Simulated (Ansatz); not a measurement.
The cluster Cs7⁻, relaxed as a singlet with RKS B3LYP/def2-SVPD in Ansatz, starting from the GFN1-xTB geometry. Force threshold 0.02 eV/Å.

In the def2 sets Cs takes a core potential; there is no spin–orbit coupling. The restricted singlet is unstable towards broken spin symmetry in Hartree–Fock (as tested in another run); at B3LYP/def2-SVPD this wasn't settled. Another isomer (singlet) lies 0.17 eV lower at PBE0/def2-TZVPD; other spin states weren't run for this one.

Start:

Cartesian coordinates in Å:
```
Cs -0.395 1.060 1.052
Cs -0.614 0.626 0.219
Cs 2.511 0.558 -4.493
Cs -1.364 1.218 0.658
Cs 0.564 -2.555 -2.380
Cs -4.034 1.961 0.995
Cs 3.332 -2.869 3.948
```

Question: Estimate the energy that the relaxation releases and the steps that it takes.

Answer: 1065.24 eV, in 29 steps; 4.8 min on 4 threads of Arm Neoverse V1 on a shared host. The force fell under the threshold at step 26, but the optimiser went on and released 0.020 eV more. No frequencies were taken in this run, so the end may be a saddle point.

Question: Does the start keep its bonding?

Answer: Bonds lost: Cs1–Cs2, Cs1–Cs5, Cs1–Cs6, Cs2–Cs3, Cs4–Cs5 (atoms count from 1). Bonds formed: Cs2–Cs7, Cs3–Cs4, Cs5–Cs7 (atoms count from 1). Metal–metal contacts that move far: Cs2–Cs4 1.05 to 6.05 Å, Cs1–Cs7 6.14 to 5.04 Å.

Question: Predict the relaxed structure.

Answer: 
```xyz
7

Cs    2.391    1.989    2.556
Cs   -1.930   -1.880    0.323
Cs    2.108    1.253   -3.283
Cs   -1.230    4.067   -0.577
Cs    1.790   -3.799   -2.884
Cs   -5.701    1.408    1.028
Cs    2.572   -3.039    2.836
```
Bond lengths (bridged metal pairs left out): 9 × Cs–Cs 5.04 to 5.82 Å.
